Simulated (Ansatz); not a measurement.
Consider the ligand exchange at a B–C bond: `BB(C)O` + H₂S → `BB(O)S` + CH₄.

Calculated with Ansatz (gas phase, PBE0-D4/def2-TZVP geometries, no zero-point term in ΔE). CCSD(T)/CBS adds triple-zeta CCSD(T) − MP2 to the extrapolated MP2 energy (def2 sets, frozen cores). This one scheme is used for every species. Functionals use def2-TZVPP. B3LYP here is the variant with VWN-RPA as its local correlation; programs differ in this. Each species was taken in one conformer, which may not be the lowest.

```
          level  ΔE (kJ/mol)  difference from CCSD(T)/CBS
    LDA (SPW92)        -78.6                         -3.0
      r2SCAN-D4        -82.0                         -6.4
        PBE0-D4        -79.0                         -3.4
       B3LYP-D4        -77.9                         -2.3
     r2SCANh-D4        -81.1                         -5.5
     r2SCAN0-D4        -80.0                         -4.4
        ωB97X-V        -73.7                          1.9
         B2PLYP        -77.4                         -1.8
         revPBE        -79.7                         -4.1
           PBE0        -77.8                         -2.2
        r2SCANh        -80.9                         -5.3
   MP2/def2-SVP        -81.7                         -6.1
  HF/def2-TZVPP        -70.9                          4.7
 MP2/def2-TZVPP        -80.3                         -4.7
CCSD/def2-TZVPP        -72.4                          3.2
 CCSD/CBS(def2)        -72.6                          3.0
    CCSD(T)/CBS        -75.6                            0
```

Largest T1 diagnostic among the species: 0.014.

Leaving LDA and LC-ωPBE aside and taking each functional with its dispersion term where it has one, the values, not all of them listed here, spread over 8.9 kJ/mol, from revPBE-D4 to CAM-B3LYP-D4. From BLYP to BHLYP (50 % exact exchange), in def2-TZVPP and without D4, ΔE moves by +3.1 kJ/mol.
